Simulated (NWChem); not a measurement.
# N-methylmethanimine (C2H5N); SMILES C=NC

All runs: NWChem. Coordinates come from a PBE0/def2-SVP optimisation. Ions are spin-unrestricted doublets at the neutral geometry; other ion states weren't tried. Functional: LC-ωPBE (HJS hole) with def2-SVP; rows give the range parameter ω in 1/bohr.

For range parameter (1/bohr) 0.10:

| Item | Value |
|---|---|
| vertical ionisation energy, ΔSCF (eV) | 9.55 |
| −ε(HOMO) (eV) | 7.07 |

Question: How do the values read with range parameter (1/bohr) 0.35 instead?

Answer: The vertical ionisation energy, ΔSCF (eV) is 9.77 and the −ε(HOMO) (eV) is 9.61.
